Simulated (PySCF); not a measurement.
## Bond length, frequency and bond energy of LiAs by level of theory

State: ³Σ⁻ (triplet), unpaired electrons π ↑↑. Set-up: PySCF, no relativity, basis sets Li pcseg-1, As pcseg-1. De refers to Li + As in their high-spin ground configurations, without counterpoise correction. The functionals are run spin-unrestricted. A positive dipole means Li(−)As(+).

| Level | Re (Å) | ωe (cm⁻¹) | De (eV) | μ (D) |
| --- | --- | --- | --- | --- |
| UHF | 2.459 | 442 | 0.65 | -7.20 |
| UHF-MP2 | 2.465 | 434 | 1.17 | n/a |
| UHF-SCS-MP2 | 2.468 | 427 | 1.18 | n/a |
| UHF-CCSD | 2.470 | 426 | 1.21 | n/a |
| UHF-CCSD(T) | 2.474 | 423 | 1.24 | n/a |
| PBE | 2.441 | 427 | 1.72 | -5.91 |
| r²SCAN | 2.441 | 435 | 1.74 | -6.61 |
| TPSSh | 2.439 | 436 | 1.75 | -6.44 |
| PBE0 | 2.427 | 443 | 1.65 | -6.45 |
| B97-3 | 2.430 | 444 | 1.76 | -6.54 |
| BHandHLYP | 2.416 | 453 | 1.68 | -6.56 |

The bond length runs from 2.416 Å (BHandHLYP) to 2.474 Å (UHF-CCSD(T)). De spans 0.65 eV (UHF, mean field) to 1.76 eV (B97-3, global hybrid GGA). Correlation at CCSD(T) changes the Hartree–Fock bond energy by +0.59 eV; the triples alone change it by +0.03 eV.

Correlated steps freeze 9 core orbitals. Correlated levels converge slowly with the basis: in double zeta they bind strong bonds too weakly, by up to about 1 eV, and carry superposition errors of some tenths. Spin–orbit coupling is left out. The state is the lowest determinant that a PBE0 search found; another state may lie lower at other levels.
